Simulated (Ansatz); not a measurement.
Gas-phase electronic energies from Ansatz, PBE0-D4/def2-TZVP geometries. CCSD(T)/CBS adds triple-zeta CCSD(T) − MP2 to the extrapolated MP2 energy (def2 sets, frozen cores). This one scheme is used for every species. DFT in def2-TZVPP. One conformer a species, not always the lowest.

`C[Si](F)(Cl)N=C=O` + H–F → `C[Si](F)(F)N=C=O` + HCl  (ligand exchange at the Si–Cl bond)

```json
{"level": "r2SCAN0-D4", "ΔE (kJ/mol)": "-52.0"}
{"level": "HF/CBS(def2)", "ΔE (kJ/mol)": "-70.3"}
```

Problem. What does CCSD(T)/CBS give? (An estimate is asked.)

Solution. Computed: -49.7 kJ/mol. The listed levels differ from it by -2.3, -20.6 kJ/mol.

Largest T1 diagnostic among the species: 0.014.

In def2-TZVPP, CCSD(T) changes the Hartree–Fock value by +14.2 kJ/mol (the triples alone add +3.3 kJ/mol) and MP2 by +21.2 kJ/mol. Leaving LDA and LC-ωPBE aside and taking each functional with its dispersion term where it has one, the values, not all of them listed here, spread over 20.2 kJ/mol, from CAM-B3LYP-D4 to revPBE-D4.
